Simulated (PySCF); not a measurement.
C2H8O2Si, SMILES CO[Si@@H](C)O.

Coordinates come from a PBE0-D3(BJ)/def2-SVP optimisation. The structure was generated by enumeration; whether it is a known compound was not checked. The values are those of a single conformer.

The numbers are results of PBE/def2-TZVP (PySCF), not measurements.

```json
{
  "total_energy": "-520.74099 hartree",
  "highest_occupied_level": "-6.52 eV",
  "lowest_empty_level": "-0.06 eV",
  "orbital_gap": "6.46 eV",
  "dipole_moment": "0.60 D",
  "quadrupole, principal values (traceless, Buckingham form, about the centre of nuclear charge)": "-7.71, 1.87, 5.85 D·Å",
  "mean_static_polarisability": "58.0 bohr³ (8.59 Å³)",
  "polarisability_principal_values": "52.9, 58.7, 62.3 bohr³"
}
```
